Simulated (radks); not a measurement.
Results of a calculation; reference values are marked as such.
Ionisation of neutral nitrogen, [He] 2s2 2p3, to N+, [He] 2s2 2p2, under several functionals. Non-relativistic Kohn-Sham, spin-polarised, spherical densities, point nucleus; open shells are filled with parallel spins first; a radial shooting solver on a logarithmic mesh with Libxc functionals.

functional	E(N) (hartree)	Exc (hartree)	IE (eV)	-e(HOMO) (eV)	<r> HOMO (bohr)	IE error (eV)
MS2 meta-GGA	-54.61705	-6.80623	15.176	8.601	1.424	+0.642
XLYP	-54.63466	-6.81402	14.772	8.117	1.433	+0.238
revTPSS	-54.59789	-6.78030	15.012	8.425	1.429	+0.477
SOGGA	-54.28486	-6.44403	14.767	8.183	1.435	+0.233
TPSS	-54.61617	-6.80209	15.073	8.470	1.427	+0.539
exchange-only PBE	-54.35779	-6.52009	14.283	7.745	1.444	-0.252

NIST Atomic Spectra Database: 14.534 eV (measured). Closest: SOGGA. The Delta-SCF values span 0.89 eV, the total energies 0.35 hartree. The highest occupied level is 2p. Open shells are spherical and high-spin; term and fine-structure splittings are not resolved.
